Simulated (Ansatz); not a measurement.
Te₄Pb₂⁺. Total charge 1; doublet. Geometry PBE-D4/def2-SVP; atoms count from 1.

```xyz
6

Pb   -0.6082   -0.5195    2.0662
Pb    0.6049    0.5270   -2.0725
Te    1.5938    1.2590    0.7630
Te    0.4226   -2.7544    0.3872
Te   -0.4279    2.7498   -0.3700
Te   -1.5853   -1.2619   -0.7739
```

In the def2 sets Pb, Te take a core potential; there is no spin–orbit coupling. Another isomer (doublet) lies 0.23 eV lower at PBE0-D4/def2-TZVP; other spin states weren't run for this one.

(1) Estimate the Mulliken populations from the PBE0/def2-TZVP orbitals of Ansatz.

(2) Where does the spin sit?

(3) And the Mayer bond orders between bonded heavy atoms (over 0.3)?

Results:

(1) 
```csv
atom,charge (e),spin (α − β)
Pb1,0.56,-0.05
Pb2,0.56,-0.05
Te3,-0.05,0.11
Te4,0.00,0.44
Te5,0.00,0.44
Te6,-0.06,0.11
```
Mulliken values and Mayer orders depend strongly on the basis.

(2) Summed by element: Pb -0.10, Te 1.10, of 1 unpaired in all. Largest on single atoms: Te5 0.44, Te4 0.44, Te3 0.11.

(3) Pb1–Te3 0.66 (3.12 Å); Pb1–Te4 0.85 (2.98 Å); Pb1–Te6 0.66 (3.09 Å); Pb2–Te3 0.66 (3.09 Å); Pb2–Te5 0.84 (2.98 Å); Pb2–Te6 0.66 (3.11 Å); Te3–Te5 1.18 (2.76 Å); Te4–Te6 1.17 (2.76 Å).
